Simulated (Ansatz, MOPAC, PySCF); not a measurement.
Pair of molecules: CH4 (SMILES C) (first 5 atoms) with C2H6O (SMILES COC); geometry from B3LYP-D3(BJ)/def2-TZVP.
(charge 0, multiplicity 1):
```xyz
14

C      0.1001     0.0483    -0.3766
H      1.1471     0.2851    -0.5645
H     -0.5087     0.4342    -1.1935
H     -0.0194    -1.0335    -0.3196
H     -0.2139     0.5011     0.5626
C      1.1056     0.2348     3.2649
O     -0.2792     0.4601     3.1201
C     -1.0341    -0.7240     3.2510
H      1.4808    -0.4563     2.4990
H      1.3416    -0.1793     4.2540
H      1.6059     1.1954     3.1523
H     -0.7565    -1.4622     2.4875
H     -2.0825    -0.4584     3.1240
H     -0.8962    -1.1784     4.2410
```

Monomers are frozen at their geometry in the pair; levels with a basis set take the counterpoise correction.

Rows in 6-31G* carry no dispersion term and start afresh at each structure (6-31G* with six Cartesian d functions). The state that PM7 reach isn't checked; PM7 holds dispersion and hydrogen-bond terms.

Codes used: Ansatz (Gaussian orbitals); MOPAC for PM7 (differences of heats of formation); PySCF for 6-31G* rows. Each number belongs to the level named beside it.

Q: One of these levels gives 0.27 kcal/mol for the interaction energy. Which one is it?
(A) B3LYP/6-31G*
(B) PBE/def2-TZVPPD
(C) PM7

A: A, B3LYP/6-31G*. The others give -1.08 (PM7), -0.41 (PBE/def2-TZVPPD)

Ansatz is a first-principles code.
